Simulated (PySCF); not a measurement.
Species: C₄H₇BN₂.
SMILES with atom numbers: `[CH:1]#[C:2][B:3]([N:4]=[CH2:5])[NH:6][CH3:7]` (hydrogens: H8 on C1; H9, H10 on C5; H11 on N6; H12, H13, H14 on C7)

Torsions of this conformer, `[CH:1]#[C:2][B:3]([N:4]=[CH2:5])[NH:6][CH3:7]`: C2–B3–N4–C5 -88°, C2–B3–N6–C7 -3°.

The closed-shell ground state was solved at several levels (PySCF, density fitting, gas phase, non-relativistic). Geometry: GFN2-xTB, one conformer, isolated molecule.

| level | basis functions | HOMO (eV) | LUMO (eV) | gap (eV) | dipole (D) |
| --- | --- | --- | --- | --- | --- |
| PBE0/pcSseg-1 | 154 | -6.37 | -0.61 | 5.76 | 1.49 |
| B3LYP/def2-SVPD | 196 | -6.25 | -0.99 | 5.26 | 1.40 |

**Question.** What might B3LYP/pcJ-1 (259 basis functions) give for the same quantities?

**Answer.** HOMO -6.15 eV, LUMO -0.84 eV, gap 5.31 eV, dipole 1.48 D.

**Question.** Over all these levels, which gives the widest orbital gap and which the narrowest?

**Answer.** PBE0/pcSseg-1 (global hybrid, 25 % exact exchange) has the widest, 5.76 eV, and B3LYP/def2-SVPD (global hybrid, 20 % exact exchange) the narrowest, 5.26 eV. Functional and basis both differ between the two, so the spread mixes both effects.

**Question.** How far do the dipole and the HOMO energy spread over the levels?

**Answer.** The dipole runs from 1.40 to 1.49 D (mean 1.46 D) and the HOMO from -6.37 to -6.15 eV.
